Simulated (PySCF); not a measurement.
**How methods differ on the excitation energy of S**

S [Ne] 3s2 3p4 (3P) → S [Ne] 3s2 3p3 3d1 (5D), as a difference of total energies. All numbers are calculated (PySCF 2.14, no relativity, point nucleus, in aug-cc-pwCVTZ). Correlated levels: valence: [Ne] frozen. The calculations carry no spin-orbit coupling.

```tsv
method	excitation energy (eV)
UHF	8.572
MP2 (valence)	9.119
SCS-MP2 (valence)	9.312
CCSD (valence)	9.211
CCSD(T) (valence)	9.243
```

Errors of the correlated levels include the incompleteness of this basis and the frozen core.

The promoted electron is Rydberg-like, and one or two diffuse shells describe it only roughly, which tends to raise the upper state.

Which method comes closest to the reference value, and which is furthest?

The reference is 8.392 eV (measured; NIST levels, between the centres of gravity of the two terms). Closest: UHF (error 0.180 eV); furthest: SCS-MP2 (valence) (error 0.920 eV).
